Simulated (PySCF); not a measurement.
Ligands exchanged one at a time, B OH-NH2. All species are isolated molecules in the gas phase. One relaxed conformer stands for each flexible species; it need not be the lowest. Strings in code marks are SMILES.

The HOMO from two functionals at the same geometries (CAM-B3LYP-D3(BJ)/def2-TZVP), both in PySCF: PBE-D3(BJ)/def2-TZVP and TPSSh-D3(BJ)/def2-TZVP. 

```csv
species,PBE-D3(BJ)/def2-TZVP (eV)
0 of 3 OH replaced by NH2 (`B(O)(O)O`),-7.42
"1 of 3 OH replaced by NH2 (`NB(O)O` (O–B–O–H torsion 0°, O–B–O–H torsion 180°))",-6.06
2 of 3 OH replaced by NH2,-5.35
3 of 3 OH replaced by NH2,-5.06
```

Problem. What does TPSSh-D3(BJ)/def2-TZVP give for each?

Solution. 
- 0 of 3 OH replaced by NH2 (`B(O)(O)O`): -8.19
- 1 of 3 OH replaced by NH2 (`NB(O)O` (O–B–O–H torsion 0°, O–B–O–H torsion 180°)): -6.73
- 2 of 3 OH replaced by NH2: -5.98
- 3 of 3 OH replaced by NH2: -5.70
Over these rows, drawn at random from the members with no instability flagged (it was tested for open shells, ions and some series alone), PBE minus TPSSh-D3(BJ): mean +0.68 eV, from +0.64 eV to +0.77 eV.
